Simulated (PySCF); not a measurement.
Compound: C₅H₇F₅Si.
SMILES with atom numbers: `[F:1][C:2]([F:3])([F:4])[C:5]([F:6])([F:7])[CH:8]1[CH2:9][SiH2:10][CH2:11]1` (hydrogens: H12 on C8; H13, H14 on C9; H15, H16 on Si10; H17, H18 on C11)

The same species was optimised twice, with GFN2-xTB and with PBE0-D3(BJ)/def2-SVP (PySCF), and the same property calculations (PySCF, gas phase) were run on both structures.

```
     coordinate  GFN2-xTB  PBE0-D3(BJ)/def2-SVP  change
   Si10–C11 (Å)     1.917                 1.897  -0.020
    C9–Si10 (Å)     1.915                 1.897  -0.018
     C8–C11 (Å)     1.540                 1.551  +0.011
      C2–C5 (Å)     1.550                 1.540  -0.010
      C5–F7 (Å)     1.360                 1.350  -0.010
      C8–C9 (Å)     1.542                 1.552  +0.010
      C2–F4 (Å)     1.338                 1.331  -0.007
      C5–F6 (Å)     1.358                 1.352  -0.006
      C2–F3 (Å)     1.331                 1.325  -0.006
      C5–C8 (Å)     1.519                 1.514  -0.005
      F1–C2 (Å)     1.335                 1.330  -0.005
 C8–C9–Si10 (°)      90.7                  86.6    -4.1
C8–C11–Si10 (°)      90.7                  86.7    -4.0
  C5–C8–C11 (°)     114.4                 116.6    +2.2
C9–Si10–C11 (°)      76.0                  78.1    +2.1
   F6–C5–F7 (°)     105.6                 107.5    +1.9
   F3–C2–C5 (°)     112.2                 110.7    -1.5
   C2–C5–C8 (°)     113.7                 115.0    +1.3
   F1–C2–F4 (°)     107.1                 108.3    +1.2
F1–C2–C5–F6 (°)       -56                   -60      -4
C2–C5–C8–C9 (°)       179                   177      -2
```

Rotational constants: A = 1803, B = 624.0, C = 569.3 MHz (GFN2-xTB) against A = 1816, B = 625.4, C = 572.5 MHz (PBE0-D3(BJ)/def2-SVP). Point groups within 0.08 Å: C1 and C1.

On the GFN2-xTB structure: HOMO (eV) -8.48 [PBE0/pcSseg-1]; LUMO (eV) -0.05 [PBE0/pcSseg-1]; dipole (D) 2.68 [PBE0/pcSseg-1]; GIAO shielding of F1/F3/F4 (mean) (ppm) 266.8 [PBE0/pcSseg-1]; GIAO shielding of C2 (ppm) 57.2 [PBE0/pcSseg-1]; GIAO shielding of C5 (ppm) 63.2 [PBE0/pcSseg-1]; GIAO shielding of F6/F7 (mean) (ppm) 318.9 [PBE0/pcSseg-1]; GIAO shielding of C8 (ppm) 150.4 [PBE0/pcSseg-1]; GIAO shielding of C9/C11 (mean) (ppm) 176.9 [PBE0/pcSseg-1]; GIAO shielding of Si10 (ppm) 391.7 [PBE0/pcSseg-1].

What do these properties become on the PBE0-D3(BJ)/def2-SVP structure?

```
                                    property          level  on GFN2-xTB  on PBE0-D3(BJ)/def2-SVP  change
                                   HOMO (eV)  PBE0/pcSseg-1        -8.48                    -8.60   -0.12
                                   LUMO (eV)  PBE0/pcSseg-1        -0.05                     0.13   +0.18
                                  dipole (D)  PBE0/pcSseg-1         2.68                     2.24   -0.44
energy, GFN2-xTB geometry as zero (kcal/mol)  PBE0/pcSseg-1          0.0                     -2.9    -2.9
     GIAO shielding of F1/F3/F4 (mean) (ppm)  PBE0/pcSseg-1        266.8                    273.4    +6.6
                  GIAO shielding of C2 (ppm)  PBE0/pcSseg-1         57.2                     58.9    +1.7
                  GIAO shielding of C5 (ppm)  PBE0/pcSseg-1         63.2                     66.7    +3.5
        GIAO shielding of F6/F7 (mean) (ppm)  PBE0/pcSseg-1        318.9                    324.2    +5.3
                  GIAO shielding of C8 (ppm)  PBE0/pcSseg-1        150.4                    147.4    -3.0
       GIAO shielding of C9/C11 (mean) (ppm)  PBE0/pcSseg-1        176.9                    174.4    -2.5
                GIAO shielding of Si10 (ppm)  PBE0/pcSseg-1        391.7                    386.4    -5.3
```

The heavy atoms differ by 0.095 Å rms after alignment. Among bonds between heavy atoms Si10–C11 changes most (-0.020 Å). Changes are differences of the printed values. Neither structure is proved a minimum here.

Conformer computed: `[F:1][C:2]([F:3])([F:4])[C:5]([F:6])([F:7])[CH:8]1[CH2:9][SiH2:10][CH2:11]1`: F1–C2–C5–F6 -60°, C2–C5–C8–C9 177°.
